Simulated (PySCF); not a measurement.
# C4H12SSi: core ionisation energies

Species: C4H12SSi.
Structure used (PBE0-D3(BJ)/def2-SVP), in Å, numbered top down from 1:
```
atom  x, y, z in Å
C1    -0.7509    1.4327   -0.5575
C2    -1.2659    0.0747   -0.1037
C3    -2.4079   -0.4139   -0.9900
C4    -0.1671   -0.9846   -0.0663
S5     1.1864   -0.6459    1.1273
Si6    2.7433    0.0509   -0.1619
H7    -1.5600    2.1788   -0.5641
H8     0.0425    1.7990    0.1103
H9    -0.3394    1.3778   -1.5798
H10   -1.6497    0.1821    0.9270
H11   -2.0755   -0.5266   -2.0355
H12   -3.2449    0.3009   -0.9840
H13   -2.7961   -1.3884   -0.6547
H14   -0.5872   -1.9525    0.2474
H15    0.2595   -1.1380   -1.0721
H16    3.9732    0.0892    0.6809
H17    2.4925    1.4131   -0.7246
H18    2.9262   -0.8949   -1.3060
```

Theory: PySCF, delta-SCF UKS SCAN, pcX-2 on the ionised atom, pcseg-1 elsewhere, spin-free X2C. Binding energies are ΔSCF values: E(core-ionised, relaxed orbitals) − E(ground state) at a fixed geometry, referred to the vacuum level.

Q: List the computed XPS lines with their assignment.

A: 
| atom(s) | bonded to | level | binding energy (eV) | 2p1/2 (eV) | above the level's lowest (eV) | count |
| --- | --- | --- | --- | --- | --- | --- |
| C1/C3 | C and 3 H | C 1s | 290.45 | – | 0.00 | 2 |
| C2 | 3 C and H | C 1s | 290.71 | – | +0.26 | 1 |
| C4 | S, C and 2 H | C 1s | 291.14 | – | +0.69 | 1 |
| S5 | C and Si | S 1s | 2476.45 | – | 0.00 | 1 |
| Si6 | S and 3 H | Si 2p3/2 | 107.00 | 107.62 | 0.00 | 1 |
| Si6 | S and 3 H | Si 1s | 1846.82 | – | 0.00 | 1 |

The listed C 1s values span 0.69 eV, from C1/C3 (bonded to C and 3 H) to C4 (bonded to S, C and 2 H). Summing the Pauling electronegativity differences to the bonded atoms, each weighted by its formal bond order, gives -1.05 for the lowest site and -0.67 for the highest; the largest sum, -0.35, belongs to C2, 0.43 eV below the top.

Q: Which photon energy gives electrons from C 1s of C2 a kinetic energy of 20 eV, and what is their de Broglie wavelength?

A: hν = 290.71 + 20 = 310.71 eV, recoil neglected; λ = 12.264 Å/√(E/eV) = 2.74 Å.

Q: Which effective nuclear charge Zeff reproduces each element's mean 1s value in the hydrogen-like formula E = 13.606 eV × Zeff²?

A: C (Z = 6): mean 290.7 eV, Zeff = 4.62, Z − Zeff = 1.38; Si (Z = 14): mean 1846.8 eV, Zeff = 11.65, Z − Zeff = 2.35; S (Z = 16): mean 2476.4 eV, Zeff = 13.49, Z − Zeff = 2.51. Means run over the listed sites, weighted by atom count.

One atom of each set of topologically equivalent atoms was ionised and stands for the set; in this conformer not all members are related by symmetry, and their own values weren't computed. Not every level is listed. 2p3/2 and 2p1/2 are the ΔSCF energy of one spin-free 2p hole plus the eigenvalues of a spin–orbit and ligand-field matrix of the shell. 2p1/2 minus 2p3/2 (ligand field included): Si 0.62 eV. The structure is a single PBE0-D3(BJ)/def2-SVP conformer in the gas phase; no vibrational or solvent corrections.
